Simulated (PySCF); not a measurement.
A PySCF script (with the pyscf-properties extension) for the NMR shieldings of `C(C[C@H](C)SC(F)(F)F)(F)(F)F`, C5H6F6S, on a GFN2-xTB geometry:

```python
import basis_set_exchange as bse
import numpy as np
from pyscf import gto, dft
from pyscf.prop import nmr

atoms = """
C    -0.076435    1.449653    0.567978
C     0.100503    0.071836   -0.042040
C    -1.077545   -0.370441   -0.910737
C    -2.342869   -0.612456   -0.103713
F    -3.255947   -1.276967   -0.824847
F    -2.118857   -1.339965    0.999366
F    -2.934222    0.520124    0.300943
S     1.592430    0.048598   -1.147901
C     2.832895   -0.461007    0.086144
F     2.956874    0.426080    1.077142
F     4.017961   -0.596213   -0.489476
F     2.516517   -1.626378    0.656571
H    -0.274689    2.186755   -0.206722
H    -0.907032    1.446177    1.269703
H     0.818652    1.745200    1.109333
H     0.285439   -0.680130    0.728802
H    -0.838307   -1.309062   -1.415769
H    -1.304128    0.384513   -1.666432
"""
names = dict.fromkeys(["C", "F", "S", "H"], "pcSseg-1")
basis = {el: gto.basis.parse(bse.get_basis(n, elements=[el], fmt="nwchem")) for el, n in names.items()}
mol = gto.M(atom=atoms, basis=basis, charge=0, verbose=0)
mf = dft.RKS(mol, xc="PBE0")
mf.grids.level = 2
mf.grids.alignment = dft.numint.BLKSIZE   # the property module wants whole blocks of grid points
mf.conv_tol = 1e-9
mf.kernel()

calc = nmr.RKS(mf)   # GIAO
C = mf.mo_coeff
Co = C[:, mf.mo_occ > 0]
resp = mf.gen_response(singlet=True, hermi=2)
def vind(x):   # induced exchange potential for any number of trial vectors
    d = np.einsum("pi,xij,qj->xpq", C, 2 * x.reshape(-1, C.shape[1], Co.shape[1]), Co, optimize=True)
    return np.einsum("xpq,pi,qj->xij", resp(d - d.transpose(0, 2, 1)), C, Co, optimize=True).ravel()
mo1, _ = nmr.rhf.solve_mo1(calc, with_cphf=vind)
sigma = calc.kernel(mo1)
for i, s in enumerate(sigma):   # ppm
    w = np.linalg.eigvalsh((s + s.T) / 2)
    print("%2d %-2s iso %8.1f  s11 %8.1f  s22 %8.1f  s33 %8.1f" % (i, mol.atom_pure_symbol(i), w.mean(), *w))
```

Question: Give the expected output.

Answer: 
```
 0 C  iso    161.1  s11    146.8  s22    155.4  s33    181.1
 1 C  iso    142.7  s11    123.2  s22    138.8  s33    166.0
 2 C  iso    142.0  s11    121.4  s22    140.0  s33    164.6
 3 C  iso     52.8  s11     50.0  s22     51.5  s33     56.8
 4 F  iso    244.5  s11    158.5  s22    235.2  s33    339.8
 5 F  iso    260.0  s11    171.5  s22    269.2  s33    339.3
 6 F  iso    248.3  s11    163.5  s22    249.2  s33    332.3
 7 S  iso    325.9  s11    104.0  s22    314.8  s33    559.1
 8 C  iso     44.2  s11     29.7  s22     45.5  s33     57.3
 9 F  iso    222.7  s11    147.2  s22    198.2  s33    322.8
10 F  iso    235.2  s11    162.1  s22    222.0  s33    321.5
11 F  iso    225.4  s11    143.1  s22    205.2  s33    328.1
12 H  iso     30.4  s11     27.3  s22     28.1  s33     35.9
13 H  iso     29.8  s11     23.9  s22     29.5  s33     36.0
14 H  iso     29.7  s11     23.9  s22     30.0  s33     35.2
15 H  iso     28.0  s11     22.8  s22     30.3  s33     30.9
16 H  iso     29.0  s11     23.3  s22     30.4  s33     33.3
17 H  iso     29.5  s11     25.6  s22     30.0  s33     33.1
```

These numbers come from an equivalent density-fitted implementation of the same equations, which agrees with the script to about 0.01 ppm for H and up to a few tenths of a ppm for heavy atoms, so last digits may differ.

Question: Turn these shieldings into chemical shifts. Scale: 13C (σref 186.93), 1H (σref 31.72) against TMS; 19F (σref 170.95) against CFCl3; CS2 for 33S (σref 503.73) (reference shieldings calculated alike).

Answer: Averaging equivalent atoms: C 8: 142.8; C 3: 134.1; C 2: 44.9; C 1: 44.3; C 0: 25.8; F 9/10/11: -56.9; F 4/5/6: -80.0; S 7: 178; H 15: 3.69; H 16: 2.74; H 17: 2.17; H 12/13/14: 1.74 ppm. Unscaled 19F shifts against computed CFCl3 carry errors that often reach 10 to 50 ppm.

Size and cost of the density-fitted run: 241 basis functions, 60 s wall time on 1 thread of an Arm Neoverse V1, shared host.
